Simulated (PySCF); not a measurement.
Sn(F)(NH2)3 (FH₆N₃Sn), SMILES [NH2][Sn]([NH2])([NH2])[F].

The structure is a stationary point at B3LYP-D3(BJ)/def2-SVP. The structure was generated by enumeration; whether it is a known compound was not checked. The def2 effective core potentials stand for the cores of Sn; spin–orbit coupling is left out. The values are those of a single conformer.

All values below come from PBE/def2-TZVP (PySCF).

```
Item                                                                                                           Result
---------------------------------------------------------------------------------------------  ----------------------
total energy                                                                                       -481.89821 hartree
point group                                                                                                        C3
highest occupied level                                                                                       -6.34 eV
lowest empty level                                                                                           -1.95 eV
orbital gap                                                                                                   4.39 eV
dipole moment                                                                                                  0.41 D
quadrupole, principal values (traceless, Buckingham form, about the centre of nuclear charge)  -14.77, 7.38, 7.38 D·Å
mean static polarisability                                                                       63.2 bohr³ (9.37 Å³)
polarisability, principal values                                                               56.3, 66.7, 66.7 bohr³
```
